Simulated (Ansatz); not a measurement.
One change: `[AlH2][CH2]C[TeH]` becomes `NCC[CH2][AlH2]`.

Ansatz, PBE0-D4/def2-TZVP geometries, multiplicity 1. Each molecule was computed in one conformer, which needn't be the lowest.

Elements past krypton have def2 core potentials.

| property | `[AlH2][CH2]C[TeH]` |
| --- | --- |
| HOMO–LUMO gap (ωB97M-V/def2-TZVPP) / eV | 8.11 |
| LUMO energy (PBE/def2-TZVPP) / eV | -2.36 |
| size of the dipole moment (ωB97M-V/def2-TZVPP) / D | 1.03 |
| HOMO–LUMO gap (PBE0/def2-TZVPP) / eV | 4.41 |
| HOMO–LUMO gap (PBE/def2-TZVPP) / eV | 2.61 |
| LUMO energy (PBE0/def2-TZVPP) / eV | -1.58 |

(1) What does the change do to each property? (Estimate.)

Answers

(1) The calculation gave: 
| property | `NCC[CH2][AlH2]` | shift |
| --- | --- | --- |
| HOMO–LUMO gap (ωB97M-V/def2-TZVPP) / eV | 10.20 | 2.09 |
| LUMO energy (PBE/def2-TZVPP) / eV | -1.76 | 0.60 |
| size of the dipole moment (ωB97M-V/def2-TZVPP) / D | 0.78 | -0.25 |
| HOMO–LUMO gap (PBE0/def2-TZVPP) / eV | 6.26 | 1.85 |
| HOMO–LUMO gap (PBE/def2-TZVPP) / eV | 4.09 | 1.48 |
| LUMO energy (PBE0/def2-TZVPP) / eV | -1.00 | 0.58 |

With PBE0 the HOMO falls by 1.27 eV and the LUMO rises by 0.58 eV, so the gap widens by about 1.85 eV. PBE moves the HOMO by -0.90 eV and ωB97M-V by -1.50 eV. Dipoles are sizes alone; their direction can turn.

Spin–orbit coupling is left out; it splits and shifts lone-pair levels of the heavy atoms by tenths of an eV.
